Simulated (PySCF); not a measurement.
Input of a run (PBE0-D3(BJ)/def2-SVP geometry optimisation, gas phase (PySCF 2.14.0)), started from GFN2-xTB:
```
{"job": {"xc": "PBE0", "basis": "def2-SVP", "d3": "d3bj", "grid": 1, "maxiter": 30, "shake": 0.01, "kind": "geom"}, "charge": 0, "multiplicity": 1}
F     -0.777310     1.017850    -0.354980
C     -0.155900    -0.076670     0.014960
Br     1.753020     0.219880    -0.044780
H     -0.394520    -0.313400     1.042290
H     -0.391710    -0.881630    -0.695370
```

Output (energies in Eh, forces in Eh/bohr):
```
step   0  E = -2712.43472341  max force = 0.025168
step   1  E = -2712.43611126  max force = 0.006115
step   2  E = -2712.43620157  max force = 0.001738
step   3  E = -2712.43620856  max force = 0.000738
step   4  E = -2712.43621105  max force = 0.000265
optimisation converged
```

Q: Summarise the run.

A: The energy falls by 0.040 eV over 5 energy and gradient evaluations, the largest force component goes from 0.0252 to 2.6e-04 Eh/bohr, and the atoms move by 0.025 Å rms after alignment. The bond that changes most is F1–C2 (alkyl fluorine to sp3 C–F carbon), which lengthens by 0.030 Å. Bonds longer at the end by more than 0.005 Å: 3 of 4; shorter: 0. Among the angles that change most is H4–C2–H5, from 114.0° to 111.7°. The energy never rose by more than 1e-6 Eh on the way. The first step brought 93 % of the lowering.

Q: What are the final bond lengths?

A: F1–C2 1.342 Å, C2–Br3 1.938 Å, C2–H4 1.099 Å, C2–H5 1.099 Å. Numbering counts from 1 in the input's order; the species is `FCBr` (bromofluoromethane).

The run used 70 basis functions and 28 SCF cycles in all.

No frequency check.
